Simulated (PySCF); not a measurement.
An unknown is described by computed data only.

Formula: C2H8O2Si3.

| Item | Value |
| --- | --- |
| Valence photoelectron | vertical ionisation energy: 10.47 eV [ΔSCF CAM-B3LYP/def2-SVPD] |
| UV, first state | lowest singlet excitation: 5.83 eV (213 nm, f = 0.000) [TDDFT CAM-B3LYP/def2-SVPD] |
| Polarisability | 101.0 au [CAM-B3LYP/def2-SVPD] |
| UV, strongest line | among the 10 lowest singlet transitions: S10 at 8.17 eV (152 nm, f = 0.132) [TDDFT CAM-B3LYP/def2-SVPD] |
| 13C NMR | chemical shifts (computed TMS as zero) by class: 110.9 (1 C), 86.8 (1 C) ppm [GIAO HF/pcSseg-1] |
| Dipole | 1.02 D [CAM-B3LYP/def2-SVPD] |
| NMR, other nuclei | isotropic shieldings of nuclei other than C and H, by class: 297 (1 O), 314 (1 O), 438 (1 Si), 442 (1 Si), 448 (1 Si) ppm [GIAO HF/pcSseg-1] |
| Triplet | lowest triplet excitation (Tamm–Dancoff): 4.87 eV [TDA CAM-B3LYP/def2-SVPD] |
| Rotational structure | rotational constants A, B, C: 1.664, 1.193, 0.808 GHz [PBE0-D3(BJ)/def2-SVP] |

Gas-phase values; electronic properties from PySCF, density fitting. Levels stand in brackets. Geometry: PBE0-D3(BJ)/def2-SVP, one conformer, isolated molecule. NMR classes are plain means over equivalent atoms (diastereotopic ones count apart unless rotation or inversion swaps them), as if these changed places fast.

Q: Propose a structure and show how it fits.

A: Numbering: `[CH:1]#[C:2][SiH2:3][O:4][SiH2:5][O:6][SiH3:7]`. Its formula, C2H8O2Si3, gives 2 degrees of unsaturation: 0 rings and 2 π bonds in the structure found. 2 carbons fall into 2 classes; from least to most shielded: terminal alkyne carbon [C1] (110.9 ppm), alkyne carbon [C2] (86.8 ppm). The other shieldings belong to: 297 ppm, siloxane oxygen [O4]; 314 ppm, siloxane oxygen [O6]; 438 ppm, oxygen-bound silicon [Si7]; 442 ppm, oxygen-bound silicon [Si5]; 448 ppm, oxygen-bound silicon [Si3]. The first electron is taken from the HOMO, whose largest Löwdin shares are 0.29 on the alkyne carbon, 0.29 on the terminal alkyne carbon, 0.10 on an oxygen-bound silicon and 0.06 on a siloxane oxygen. The optimised geometry has point group C1 and is an asymmetric top. Structure: `C#C[SiH2]O[SiH2]O[SiH3]`. The assignments are read from this structure; whether some other isomer fits the data as well wasn't checked.

Shape of the structure used: `[CH:1]#[C:2][SiH2:3][O:4][SiH2:5][O:6][SiH3:7]`: C2–Si3–O4–Si5 3°, Si3–O4–Si5–O6 -48°, O4–Si5–O6–Si7 -12°.
